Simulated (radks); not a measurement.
Q: These are the eigenvalues of the occupied orbitals of an atom or ion with whole-number occupations (Ry). Calculated with a radial shooting solver on a logarithmic mesh with Libxc functionals: non-relativistic Kohn-Sham, exchange-only r2SCAN, spin-polarised, spherical densities, point nucleus; meta-GGA in the generalised Kohn-Sham scheme.

| orbital | eigenvalue |
|---|---|
| 1s down | -1810.577 |
| 1s up | -1810.576 |
| 2s up | -265.8042 |
| 2s down | -265.7255 |
| 2p up | -247.3864 |
| 2p down | -247.3302 |
| 3s up | -52.35826 |
| 3s down | -52.33989 |
| 3p up | -44.89497 |
| 3p down | -44.86625 |
| 3d up | -31.17860 |
| 3d down | -31.11898 |
| 4s up | -10.85480 |
| 4s down | -10.56359 |
| 4p up | -8.44518 |
| 4p down | -8.14995 |
| 4d up | -4.50159 |
| 4d down | -4.21362 |

Which element is it, and in what charge state? The configuration may be excited. Open shells, if any, are filled with parallel spins first.

A: Z = 47, silver, charge +4: Ag4+ in [Kr] 4d7. The list shows which subshells hold electrons but not how many an open one holds; the 1s level, -905.29 hartree, gives Z - s = 42.6 by -(Z - s)^2/2, which with screening narrows Z to a few neighbours, and the depths of the outer levels then fix element, charge and occupations together.
